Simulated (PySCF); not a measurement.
# Working out the excitation energy of B

B [He] 2s2 2p1 (2P) → B [He] 2s1 2p1 3s1 (4P). Computed with PySCF 2.14 in aug-cc-pVDZ-DK (4s3p2d, 23 functions), with the spin-free X2C one-electron Hamiltonian (Gaussian nucleus). Frozen: 1s2. Energies in hartree (1 hartree = 27.21139 eV):

| part | B (lower) | B (upper) |
| --- | --- | --- |
| UHF | -24.537302 | -24.237157 |
| CCSD correlation | -0.059615 | -0.008525 |
| (T) | -0.000908 | -0.000049 |

What does Hartree-Fock give?

(-24.237157) − (-24.537302) = 0.300145 hartree = 8.167 eV.

What do CCSD and CCSD(T) give?

The CCSD correlation energies differ by 0.051090 hartree = 1.390 eV and the triples by 0.000859 hartree = 0.023 eV, so CCSD gives 9.557 eV and CCSD(T) 9.580 eV.

The upper state lies above the first ionisation limit, but in LS coupling its spin forbids autoionisation to the ground ion. A Rydberg-like electron needs more diffuse functions than a valence basis has.

A double-zeta basis recovers only part of the correlation energy.
